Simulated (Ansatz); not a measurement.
Gas-phase reaction R1 → P1 + P2, each structure at its B3LYP-D3(BJ)/def2-TZVP stationary point, reached from a drawn start (curvature not checked).
R1: F3Si (SMILES F[Si](F)F), charge 0, multiplicity 2.
P1: F2Si (SMILES F[Si]F), charge 0, multiplicity 1.
P2: F atom, charge 0, multiplicity 2.

P less R. No zero-point or thermal terms; singlets are restricted closed shells; open shells are unrestricted; no spin–orbit coupling.

Correlated levels freeze the cores.

Codes used: Ansatz (a first-principles code). All values are computed, each at the level named.

Total energies in hartree:

```
structure  PBE/def2-TZVPP  r2SCAN/def2-TZVPP  CCSD(T)/cc-pV(Q+d)Z
---------  --------------  -----------------  -------------------
R1            -588.883650        -589.172696          -588.530187
P1            -489.040261        -489.263589          -488.708272
P2             -99.669123         -99.727635           -99.650258
```

Problem. Work out the reaction energy at each level in kcal/mol (1 hartree = 627.50947 kcal/mol), and say how far PBE/def2-TZVPP lies from CCSD(T)/cc-pV(Q+d)Z.

Solution. 
- PBE/def2-TZVPP: (-489.040261) + (-99.669123) − (-588.883650) = 0.174266 hartree = 109.35 kcal/mol
- r2SCAN/def2-TZVPP: (-489.263589) + (-99.727635) − (-589.172696) = 0.181472 hartree = 113.88 kcal/mol
- CCSD(T)/cc-pV(Q+d)Z: (-488.708272) + (-99.650258) − (-588.530187) = 0.171657 hartree = 107.72 kcal/mol
PBE/def2-TZVPP less CCSD(T)/cc-pV(Q+d)Z: 1.63 kcal/mol. CCSD(T)/cc-pV(Q+d)Z is the level counted from, the highest shown, and no exact or measured value.
